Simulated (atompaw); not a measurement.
## LDA (PW92) PAW (atompaw) dataset for arsenic (As), scalar-relativistic all-electron reference.

| Quantity | Value |
| --- | --- |
| Element | As |
| Generator | atompaw 4.2.0.5 |
| Type | PAW |
| Functional | LDA (PW92) |
| Relativity | scalar-relativistic |
| Frozen core | [Ar] 3d10 |
| Valence charge | 5 |
| Reference configuration | 4s2 4p1 (charge +2) |
| Partial waves | 4s (bound): rc 1.75 bohr; 4s channel at -0.45 Ry: rc 1.50 bohr; 4p (bound): rc 1.75 bohr; 4p channel at -1.35 Ry: rc 1.75 bohr |
| Local potential | ultrasoft scheme with l = 2 at 0.5 Ry, radius 1.30 bohr |
| Core correction | smooth core density matched at 1.10 bohr |
| Augmentation charge | sinc compensation charge, radius 1.75 bohr; PAW radius 1.75 bohr; waves and projectors: custom rrkj vanderbiltortho |

All-electron outer shells of the reference configuration (LDA (PW92), scalar-relativistic, ld1.x):

```tsv
shell	level (eV)	outermost node (bohr)	outermost maximum (bohr)
4s	-33.77	0.73	1.55
4p	-22.95	0.77	1.81
```

(1) Is a potential produced?

## Answers

(1) No. atompaw 4.2.0.5 stopped with "atompaw: The overlap operator has at least one negative eigenvalue!": the overlap operator built from these waves and projectors is not positive definite.
